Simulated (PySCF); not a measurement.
Molecule: sum formula SiNHF3, net charge 0, doublet state. It need not be the lowest isomer of its formula. 
Coordinates optimised at B3LYP-D3(BJ)/def2-TZVP (Ansatz):
```xyz
6

N      1.5498     0.3290    -0.7276
Si     0.0119     0.0097    -0.0115
F     -0.5048    -1.4378    -0.3748
F      0.0657     0.1545     1.5602
F     -1.0404     1.0457    -0.5537
H      2.2995    -0.2995    -0.4315
```
Charge 0, spin multiplicity 2.

Dispersion corrections to the total energy (kcal/mol) from the dftd3 and dftd4 libraries through PySCF: D3(BJ) without and D4 with the three-body term, each with the damping fitted for the functional named.

| functional | D3(BJ) | D4 |
|---|---|---|
| PBE | -2.16 | … |
| HF | -19.68 | -9.96 |
| BLYP | -4.76 | -5.96 |
| PW6B95 | … | -2.44 |
| LC-wPBE | -2.04 | … |
| TPSSh | -2.49 | -3.20 |
| B3LYP | -3.90 | -4.27 |

**Question.** Complete the blanks.

**Answer.** 
- PBE, D4: -2.62
- PW6B95, D3(BJ): -1.10
- LC-wPBE, D4: -2.92
